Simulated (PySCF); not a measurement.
Cartesian coordinates (Å):
```xyz
4

C     -0.7513    -0.1964    -0.0546
C      0.4832    -0.0791     0.0341
S      2.0836     0.0712     0.1473
H     -1.8154    -0.2925    -0.1269
```
Charge 0, spin multiplicity 2.

Q: What is the computed total energy, highest occupied spin orbital and dipole moment (PBE-D3(BJ)/def2-TZVP in PySCF)?

A: 
```json
{
  "total_energy": "-474.6786 Ha",
  "highest_occupied_spin_orbital": "-5.65 eV",
  "dipole_moment": "1.26 D"
}
```
